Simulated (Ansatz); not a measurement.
[Eu(NH3)6]3+ (EuN6H18³⁺), relaxed as a septet with UKS PBE-D4/def2-SVP in Ansatz, starting from the GFN2-xTB geometry. Force threshold 0.03 eV/Å.

In the def2 sets Eu takes a core potential; there is no spin–orbit coupling. With an open 4f shell the SCF may have ended on a state above the lowest. The charge 3 septet is spin-contaminated (final ⟨S²⟩ up to 12.23, 12.00 for a pure state).

Start:

```xyz
25

Eu   -0.0035   -0.0004   -0.0038
N    -1.0031    1.9376   -1.4144
H    -1.7809    2.4423   -0.9680
H    -1.3887    1.6602   -2.3273
H    -0.3351    2.6836   -1.6517
N     1.0205   -1.9356    1.4052
H     1.7636   -2.4667    0.9312
H     0.3510   -2.6620    1.6928
H     1.4586   -1.6495    2.2914
N    -2.2752   -0.2460    1.2394
H    -2.3543    0.2999    2.1082
H    -2.5015   -1.2051    1.5360
H    -3.1027    0.0407    0.6990
N     2.2781    0.2397   -1.2250
H     3.1060    0.0894   -0.6325
H     2.4514    1.1594   -1.6529
H     2.4176   -0.4177   -2.0043
N     0.7746    1.7263    1.7768
H     0.3127    2.6434    1.7083
H     1.7769    1.9581    1.7490
H     0.6201    1.4513    2.7562
N    -0.7980   -1.7196   -1.7834
H    -0.3811   -2.6551   -1.6829
H    -0.5966   -1.4692   -2.7610
H    -1.8104   -1.9049   -1.7863
```

```json
{"step": "1", "energy (eV)": "-28525.3992", "largest force component (eV/Å)": "0.350", "SCF passes": "77"}
{"step": "2 (rejected)", "energy (eV)": "-28525.2478", "largest force component (eV/Å)": "0.431", "SCF passes": "35"}
{"step": "3", "energy (eV)": "-28525.4296", "largest force component (eV/Å)": "0.158", "SCF passes": "32"}
{"step": "4", "energy (eV)": "-28525.4614", "largest force component (eV/Å)": "0.119", "SCF passes": "28"}
{"step": "5", "energy (eV)": "-28525.4664", "largest force component (eV/Å)": "0.117", "SCF passes": "26"}
{"step": "6", "energy (eV)": "-28525.4697", "largest force component (eV/Å)": "0.087", "SCF passes": "28"}
{"step": "7", "energy (eV)": "-28525.4708", "largest force component (eV/Å)": "0.049", "SCF passes": "27"}
{"step": "8", "energy (eV)": "-28525.4712", "largest force component (eV/Å)": "0.026", "SCF passes": "27"}
```

Force components are those of the run's own axes.

End:

```xyz
25

Eu   -0.001    0.001    0.000
N    -1.063    2.005   -1.274
H    -1.799    2.527   -0.762
H    -1.525    1.740   -2.165
H    -0.391    2.743   -1.556
N     1.075   -2.000    1.269
H     1.781   -2.544    0.739
H     0.402   -2.721    1.591
H     1.575   -1.729    2.136
N    -2.351   -0.249    1.088
H    -2.494    0.352    1.922
H    -2.567   -1.204    1.433
H    -3.160   -0.021    0.479
N     2.356    0.232   -1.078
H     3.162    0.090   -0.442
H     2.543    1.158   -1.508
H     2.533   -0.436   -1.852
N     0.832    1.823    1.661
H     0.345    2.735    1.594
H     1.835    2.074    1.579
H     0.726    1.562    2.660
N    -0.848   -1.810   -1.665
H    -0.443   -2.755   -1.537
H    -0.650   -1.592   -2.660
H    -1.871   -1.980   -1.653
```

By distances, no bond broke or formed. The bond that changes most is N10–H11, from 1.03 to 1.04 Å (atoms count from 1).

No frequencies were taken in this run, so the end may be a saddle point.

Run time 76 s (4 threads of Arm Neoverse V1 on a shared host).
